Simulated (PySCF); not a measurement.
Ligands exchanged one at a time, Si NH2-OCH3. Isolated molecules, 0 K electronic values unless said otherwise. One relaxed conformer stands for each flexible species; it need not be the lowest. Strings in code marks are SMILES.

Calculation: PySCF 2.14.0 with r2SCAN-D4/def2-TZVP // r2SCAN-D4/def2-SVP. All candidates: neutral, multiplicity 1. Excitations are Tamm–Dancoff values on a coarser integration grid. The basis has no diffuse functions, so Rydberg states are missing or too high.

```json
{
  "HOMO–LUMO gap": "6.92 eV",
  "HOMO": "-6.30 eV",
  "S1 excitation (TDA)": "6.98 eV"
}
```

Say which member has these values.
A) `CO[Si](N)(N)N`
B) `CO[Si](N)(OC)OC`
C) `N[Si](N)(N)N`
D) `CO[Si](OC)(OC)OC`

B, `CO[Si](N)(OC)OC`. The others give `CO[Si](OC)(OC)OC`: 7.52 eV, -6.82 eV, 7.54 eV; `CO[Si](N)(N)N`: 6.36 eV, -5.68 eV, 6.39 eV; `N[Si](N)(N)N`: 6.29 eV, -5.60 eV, 6.28 eV
